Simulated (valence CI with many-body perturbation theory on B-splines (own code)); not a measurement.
# Forbidden lines of Os42+

Computed by relativistic CI+MBPT: six valence electrons over a frozen Dirac-Fock core [Ar] 3d10, a basis of 9 s, 9 p, 8 d, 6 f, 3 g, 1 h functions for each j, with the one-electron correlation potential Σ1 (screened to all orders), the two-electron term Σ2, the three-electron term Σ3, Breit, model QED; selected single and double excitations, second order for the rest, scaled by the run's own slope (own B-spline code, finite nucleus).

The last digits are not significant, and no measured levels were compared; by estimate large intervals hold to a few tenths of a per cent, small ones and those within an open d or f shell to about a per cent. Among the levels kept, up to 650 cm⁻¹ of a level comes from second order outside the variational space, and about a tenth of that is noise between levels of different J, which matters for small intervals.

Lines 1 to 27 of 27 in falling wavelength, among levels below 2632900 cm⁻¹, chosen from the decays that carry over 1 % of a level's rate. Wavelengths and rates use the calculated energies. Electric multipoles are in the length gauge with retardation, E1 and E2 with the static RPA response of the core. M1 uses the relativistic operator with retardation. Weak lines are less certain than strong ones. Lines between different terms over intervals too small for the method are left out, as are lines whose strength nearly cancels.

Levels are named by their leading jj configuration (3d3/2^4 stands for four electrons in 3d with j = 3/2), which in mixed levels can hold well under half, so a name can repeat and another be missing. Letters in brackets count levels of one name in rising energy.

| λ vac (Å) | Upper | Lower | Type | A (s⁻¹) | Branch % |
| --- | --- | --- | --- | --- | --- |
| 1350 | (4s^2 4p1/2^2 4p3/2^2) J=0 | (4s^2 4p1/2^2 4p3/2^2) J=2 | E2 | 5.98e+00 | 100.0 |
| 596.4 | (4s^2 4p1/2^2 4p3/2 4d5/2) J=4 | (4s^2 4p1/2^2 4p3/2 4d3/2) J=3 | M1 | 5.75e+04 | 87.0 |
| 542.7 | (4s^2 4p1/2 4p3/2^2 4d5/2) J=5 | (4s^2 4p1/2 4p3/2^2 4d3/2) J=4 | M1 | 6.84e+04 | 3.0 |
| 485.1 | (4s^2 4p1/2 4p3/2^2 4d5/2) J=4 [b] | (4s^2 4p1/2 4p3/2^2 4d3/2) J=3 [a] | M1 | 5.04e+04 | 2.1 |
| 173.4 | (4s^2 4p1/2 4p3/2^2 4d3/2) J=4 | (4s^2 4p1/2^2 4p3/2 4d5/2) J=3 | M1 | 4.40e+04 | 2.0 |
| 143.0 | (4s^2 4p1/2 4p3/2^2 4d5/2) J=4 [a] | (4s^2 4p1/2^2 4p3/2 4d5/2) J=3 | M1 | 2.73e+06 | 26.9 |
| 133.9 | (4s^2 4p1/2 4p3/2^2 4d5/2) J=4 [b] | (4s^2 4p1/2^2 4p3/2 4d5/2) J=3 | M1 | 7.73e+05 | 32.6 |
| 131.4 | (4s^2 4p1/2 4p3/2^2 4d5/2) J=5 | (4s^2 4p1/2^2 4p3/2 4d5/2) J=3 | E2 | 7.07e+04 | 3.1 |
| 127.4 | (4s^2 4p1/2 4p3/2^3) J=1 | (4s^2 4p1/2^2 4p3/2^2) J=0 | M1 | 3.16e+06 | 24.0 |
| 123.1 | (4s^2 4p1/2 4p3/2^2 4d5/2) J=4 [a] | (4s^2 4p1/2^2 4p3/2 4d5/2) J=4 | M1 | 7.14e+06 | 70.3 |
| 121.6 | (4s^2 4p1/2 4p3/2^3) J=2 | (4s^2 4p1/2^2 4p3/2^2) J=0 | E2 | 9.14e+04 | 1.4 |
| 117.1 | (4s^2 4p1/2 4p3/2^2 4d5/2) J=4 [b] | (4s^2 4p1/2^2 4p3/2 4d5/2) J=2 | E2 | 1.45e+05 | 6.1 |
| 116.6 | (4s^2 4p1/2 4p3/2^2 4d3/2) J=4 | (4s^2 4p1/2^2 4p3/2 4d3/2) J=3 | M1 | 1.71e+06 | 79.0 |
| 116.6 | (4s^2 4p1/2 4p3/2^2 4d3/2) J=4 | (4s^2 4p1/2^2 4p3/2 4d3/2) J=3 | E2 | 2.59e+05 | 12.0 |
| 116.4 | (4s^2 4p1/2 4p3/2^3) J=1 | (4s^2 4p1/2^2 4p3/2^2) J=2 | M1 | 9.69e+06 | 73.7 |
| 116.4 | (4s^2 4p1/2 4p3/2^3) J=1 | (4s^2 4p1/2^2 4p3/2^2) J=2 | E2 | 2.94e+05 | 2.2 |
| 116.2 | (4s^2 4p1/2 4p3/2^2 4d5/2) J=4 [b] | (4s^2 4p1/2^2 4p3/2 4d5/2) J=4 | M1 | 1.14e+06 | 48.2 |
| 116.2 | (4s^2 4p1/2 4p3/2^2 4d5/2) J=4 [b] | (4s^2 4p1/2^2 4p3/2 4d5/2) J=4 | E2 | 1.78e+05 | 7.5 |
| 114.4 | (4s^2 4p1/2 4p3/2^2 4d5/2) J=5 | (4s^2 4p1/2^2 4p3/2 4d5/2) J=4 | M1 | 1.87e+06 | 82.1 |
| 114.4 | (4s^2 4p1/2 4p3/2^2 4d5/2) J=5 | (4s^2 4p1/2^2 4p3/2 4d5/2) J=4 | E2 | 2.56e+05 | 11.2 |
| 112.5 | (4s^2 4p3/2^4) J=0 | (4s^2 4p1/2 4p3/2^3) J=2 | E2 | 1.42e+06 | 4.7 |
| 112.3 | (4s^2 4p1/2 4p3/2^2 4d3/2) J=4 | (4s^2 4p1/2^2 4p3/2 4d3/2) J=2 | E2 | 1.25e+05 | 5.8 |
| 111.5 | (4s^2 4p1/2 4p3/2^3) J=2 | (4s^2 4p1/2^2 4p3/2^2) J=2 | M1 | 6.05e+06 | 91.5 |
| 111.5 | (4s^2 4p1/2 4p3/2^3) J=2 | (4s^2 4p1/2^2 4p3/2^2) J=2 | E2 | 4.68e+05 | 7.1 |
| 108.0 | (4s^2 4p3/2^4) J=0 | (4s^2 4p1/2 4p3/2^3) J=1 | M1 | 2.64e+07 | 86.9 |
| 102.0 | (4s^2 4p1/2 4p3/2^2 4d5/2) J=4 [a] | (4s^2 4p1/2^2 4p3/2 4d3/2) J=3 | M1 | 1.65e+05 | 1.6 |
| 66.92 | (4s^2 4p1/2^2 4p3/2 4d5/2) J=4 | (4s^2 4p1/2^2 4p3/2^2) J=2 | M2 | 8.50e+03 | 12.9 |
